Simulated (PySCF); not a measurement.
Sb(Br)(Me)2 (C₂H₆BrSb), SMILES [CH3][Sb]([CH3])[Br].

Geometry optimised at PBE0-D3(BJ)/def2-SVP. The structure was generated by enumeration; whether it is a known compound was not checked. The def2 effective core potentials stand for the cores of Sb; spin–orbit coupling is left out.

Calculation: TDA-PBE/def2-SVPD run with PySCF.

Vertical excitations. Gas-phase values at a fixed geometry. State labels are in the subgroup Cs.

```json
[
 {"state": "S1", "symmetry": "A'", "energy (eV)": "4.13", "λ (nm)": "300", "f": "0.041", "main pairs": "HOMO→LUMO 94 %"},
 {"state": "S2", "symmetry": "A\"", "energy (eV)": "4.51", "λ (nm)": "275", "f": "0.002", "main pairs": "HOMO−1→LUMO 100 %"},
 {"state": "S3", "symmetry": "A'", "energy (eV)": "5.13", "λ (nm)": "242", "f": "0.034", "main pairs": "HOMO−2→LUMO 93 %"},
 {"state": "S4", "symmetry": "A\"", "energy (eV)": "5.44", "λ (nm)": "228", "f": "0.065", "main pairs": "HOMO→LUMO+1 84 %"},
 {"state": "S5", "symmetry": "A'", "energy (eV)": "5.76", "λ (nm)": "215", "f": "0.003", "main pairs": "HOMO−1→LUMO+1 85 %"},
 {"state": "S6", "symmetry": "A\"", "energy (eV)": "5.77", "λ (nm)": "215", "f": "0.002", "main pairs": "HOMO−3→LUMO 97 %"},
 {"state": "S7", "symmetry": "A'", "energy (eV)": "5.99", "λ (nm)": "207", "f": "0.016", "main pairs": "HOMO→LUMO+3 67 %, HOMO→LUMO+2 30 %"},
 {"state": "S8", "symmetry": "A'", "energy (eV)": "6.14", "λ (nm)": "202", "f": "0.094", "main pairs": "HOMO→LUMO+2 52 %, HOMO→LUMO+3 28 %"},
 {"state": "S9", "symmetry": "A\"", "energy (eV)": "6.37", "λ (nm)": "195", "f": "0.036", "main pairs": "HOMO−2→LUMO+1 77 %, HOMO−1→LUMO+2 13 %"},
 {"state": "S10", "symmetry": "A\"", "energy (eV)": "6.57", "λ (nm)": "189", "f": "0.099", "main pairs": "HOMO−1→LUMO+2 58 %, HOMO−1→LUMO+3 32 %"},
 {"state": "T1", "symmetry": "A'", "energy (eV)": "3.40", "λ (nm)": "365", "f": "0", "main pairs": "HOMO→LUMO 99 %"},
 {"state": "T2", "symmetry": "A\"", "energy (eV)": "4.16", "λ (nm)": "298", "f": "0", "main pairs": "HOMO−1→LUMO 100 %"},
 {"state": "T3", "symmetry": "A'", "energy (eV)": "4.57", "λ (nm)": "271", "f": "0", "main pairs": "HOMO−2→LUMO 99 %"},
 {"state": "T4", "symmetry": "A\"", "energy (eV)": "4.67", "λ (nm)": "266", "f": "0", "main pairs": "HOMO→LUMO+1 97 %"}
]
```
Triplets are in the Tamm–Dancoff approximation.
